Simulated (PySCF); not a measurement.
Spin-Hamiltonian simulation

Molecule: 1-methylallyl acetate, C$_{6}$H$_{10}$O$_{2}$.

Molfile (atoms numbered from 1):
```
C6H10O2
     RDKit          3D

 18 17  0  0  0  0  0  0  0  0999 V2000
   -2.5129    1.8566    0.3693 C   0  0  0  0  0  0  0  0  0  0  0  0
   -1.7077    1.0976   -0.3717 C   0  0  0  0  0  0  0  0  0  0  0  0
   -0.8616   -0.0078    0.1761 C   0  0  1  0  0  0  0  0  0  0  0  0
   -1.3235   -1.3823   -0.2772 C   0  0  0  0  0  0  0  0  0  0  0  0
    0.4772    0.2282   -0.2934 O   0  0  0  0  0  0  0  0  0  0  0  0
    1.4799   -0.2572    0.4515 C   0  0  0  0  0  0  0  0  0  0  0  0
    2.8114    0.0689   -0.1597 C   0  0  0  0  0  0  0  0  0  0  0  0
    1.3145   -0.8722    1.4723 O   0  0  0  0  0  0  0  0  0  0  0  0
   -3.1427    2.6300   -0.0777 H   0  0  0  0  0  0  0  0  0  0  0  0
   -2.5750    1.7293    1.4551 H   0  0  0  0  0  0  0  0  0  0  0  0
   -1.6529    1.2415   -1.4578 H   0  0  0  0  0  0  0  0  0  0  0  0
   -0.8483    0.0285    1.2765 H   0  0  0  0  0  0  0  0  0  0  0  0
   -1.2901   -1.4592   -1.3746 H   0  0  0  0  0  0  0  0  0  0  0  0
   -0.6798   -2.1600    0.1575 H   0  0  0  0  0  0  0  0  0  0  0  0
   -2.3570   -1.5606    0.0530 H   0  0  0  0  0  0  0  0  0  0  0  0
    3.6136   -0.2978    0.4898 H   0  0  0  0  0  0  0  0  0  0  0  0
    2.8871   -0.3989   -1.1523 H   0  0  0  0  0  0  0  0  0  0  0  0
    2.9021    1.1549   -0.3046 H   0  0  0  0  0  0  0  0  0  0  0  0
  1  2  2  0
  2  3  1  0
  3  4  1  0
  3  5  1  0
  5  6  1  0
  6  7  1  0
  6  8  2  0
  1  9  1  0
  1 10  1  0
  2 11  1  0
  3 12  1  1
  4 13  1  0
  4 14  1  0
  4 15  1  0
  7 16  1  0
  7 17  1  0
  7 18  1  0
M  END
```

Gas phase, relativity neglected, fast rotation and ring inversion assumed for equivalent nuclei, one computed conformer. J: B3LYP/pcJ-1 (without the spin–dipole term); σ from GIAO-PBE0/pcSseg-1; geometry from PBE0-D3(BJ)/def2-SVP; PySCF 2.14.

Chemical shifts δ = σref − σ; TMS for 1H (σ = 31.27 ppm), all at this level.

Shifts (ppm): H9 5.37, H10 5.49, H11 6.16, H12 4.99, H13/H14/H15 1.23.
Couplings (Hz): H9–H10: 1.9; H9–H11: 11.4; H9–H12: -0.5; H9–H13, H9–H14, H9–H15: -0.2; H10–H11: 18.4; H10–H12: -0.7; H10–H13, H10–H14, H10–H15: -0.2; H11–H12: 10.7; H11–H13, H11–H14, H11–H15: -0.1; H12–H13, H12–H14, H12–H15: 7.0; H13–H14, H13–H15, H14–H15: -13.9.

The 7-spin Hamiltonian (Zeeman plus full scalar coupling among like nuclei) was diagonalised exactly; lines are Lorentzian, 0.5 Hz wide, and the maxima above 3 % are listed with the tallest set to 100.

(1) Give the 1H peak list of this spin system at 60 MHz.

(2) And at 800 MHz?

(3) Among coupled protons with different shifts, which pair is furthest from first order, and how does the field change that?

Results:

(1) 
δ in ppm (height): 6.537 (4), 6.362 (7), 6.232 (9), 6.192 (6), 6.056 (18), 5.888 (21), 5.635 (12), 5.591 (31), 5.465 (23), 5.421 (12), 5.328 (11), 5.287 (15), 5.245 (19), 5.128 (13), 5.073 (3), 5.012 (13), 4.958 (9), 4.897 (6), 4.843 (9), 4.729 (4), 1.287 (100), 1.172 (90)

(2) 
Hz from δ = 0 (height): 4948.5 (9), 4937.8 (10), 4937.1 (10), 4930.1 (10), 4926.4 (10), 4919.4 (11), 4918.7 (11), 4908.0 (10), 4402.3 (10), 4401.7 (10), 4400.4 (11), 4399.9 (10), 4383.9 (9), 4383.3 (10), 4381.9 (10), 4381.4 (10), 4302.6 (12), 4300.8 (12), 4291.2 (12), 4289.4 (11), 4001.4 (6), 4000.9 (8), 4000.2 (6), 3994.4 (6), 3993.9 (8), 3993.2 (6), 3990.7 (6), 3990.2 (8), 3989.6 (5), 3983.7 (5), 3983.2 (8), 3982.6 (5), 987.5 (100), 980.5 (100)

(3) H10 and H11: Δν/J is about 2.2 at 60 MHz (strongly coupled) and 29.1 at 800 MHz (close to first order). J in Hz doesn't depend on the field, while Δν in Hz grows in proportion to it.

Unscaled 3J(H,H) at this level run about 10 % above measured values. Couplings across =CH–CH2 type bonds come from one rotamer and its mirror image, and can be 1–2 Hz further off. Only one conformer was computed, so three-bond couplings in flexible chains and rings are approximate.
